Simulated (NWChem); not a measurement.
Correlation energy of Br

SMILES: [Br]
```xyz
1

Br     0.0000     0.0000     0.0000
```
Charge 0, spin multiplicity 2.

Program: NWChem.

Basis set: def2-SVP. Each correlation energy counts from its own Hartree-Fock reference.

The Hamiltonian is non-relativistic. The correlated methods keep 9 core orbitals frozen. The stability of the SCF solutions was not checked. Open-shell Hartree-Fock references start from PBE0 orbitals. No row is a measurement; the coupled-cluster row has its own basis-set and correlation limits.

```tsv
method	correlation energy (mHa)
UMP2	-206.6
SCS-UMP2	(withheld)
CCSD on UHF	-213.2
CCSD[T] on UHF	-216.5
CCSD(T) on UHF	(withheld)
CCSD on ROHF	-216.7
CCSD[T] on ROHF	-220.1
CCSD(T) on ROHF	-219.9
CCSDT on ROHF	-219.9
```

Task: Fill in the missing entries.

Result: 
- SCS-UMP2, correlation energy (mHa): -191.0
- CCSD(T) on UHF, correlation energy (mHa): -216.3
